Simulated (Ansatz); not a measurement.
**Ligand exchange: C2H7BO + InH2(SH) → C2H7BS + InH2(OH)**

Species: C2H7BO `CCBO`, singlet; InH2(SH), singlet; C2H7BS `CCBS`, singlet; InH2(OH), singlet. The partners trade OH for SH: B–OH and In–SH bonds give way to B–SH and In–OH.

Shapes, held fixed at every level: PBE0-D4/def2-TZVP. Flexible molecules stand in one conformer, not always the lowest. Programs: Ansatz 0.2.0. The zero-point and thermal change to 298 K, harmonic and unscaled (PBE0-D4/def2-TZVP), is -3.5 kJ/mol.

(1) Estimate ΔH(298 K) of this reaction.

## Answers

(1) The highest level, CCSD(T)/def2-TZVPP, gives ΔH(298 K) = +103.7 kJ/mol; the levels span +101.7 to +117.0. The column of differences is taken from that level and isn't an error. No measured value is set beside it here. For atoms past krypton def2 sets carry core potentials with scalar relativity. Outer-core shells of In are correlated, in sets that cover them unevenly. Times are processor times on shared x86 and Arm servers, and rough.

```json
{"level": "r2SCAN-D4/def2-TZVPP", "kind": "meta-GGA", "ΔH(298 K) (kJ/mol)": "+101.7", "less CCSD(T)/def2-TZVPP": "-2.0", "CPU time (sum over the molecules)": "37 s"}
{"level": "BHLYP-D4/def2-TZVPP", "kind": "global hybrid", "ΔH(298 K) (kJ/mol)": "+114.5", "less CCSD(T)/def2-TZVPP": "+10.8", "CPU time (sum over the molecules)": "25 s"}
{"level": "PBE0-D4/def2-TZVPP", "kind": "global hybrid", "ΔH(298 K) (kJ/mol)": "+106.1", "less CCSD(T)/def2-TZVPP": "+2.4", "CPU time (sum over the molecules)": "24 s"}
{"level": "wB97X-V/def2-TZVPP", "kind": "range-separated hybrid", "ΔH(298 K) (kJ/mol)": "+103.4", "less CCSD(T)/def2-TZVPP": "-0.3", "CPU time (sum over the molecules)": "62 s"}
{"level": "B2PLYP/def2-TZVPP", "kind": "double hybrid", "ΔH(298 K) (kJ/mol)": "+104.0", "less CCSD(T)/def2-TZVPP": "+0.3", "CPU time (sum over the molecules)": "43 s"}
{"level": "CCSD(T)/def2-SVP", "kind": "coupled cluster or CI", "ΔH(298 K) (kJ/mol)": "+117.0", "less CCSD(T)/def2-TZVPP": "+13.3", "CPU time (sum over the molecules)": "31 s"}
{"level": "CCSD/def2-TZVPP", "kind": "coupled cluster or CI", "ΔH(298 K) (kJ/mol)": "+107.4", "less CCSD(T)/def2-TZVPP": "+3.7", "CPU time (sum over the molecules)": "–"}
{"level": "CCSD(T)/def2-TZVPP", "kind": "coupled cluster or CI", "ΔH(298 K) (kJ/mol)": "+103.7", "less CCSD(T)/def2-TZVPP": "0.0", "CPU time (sum over the molecules)": "4.7 min"}
```
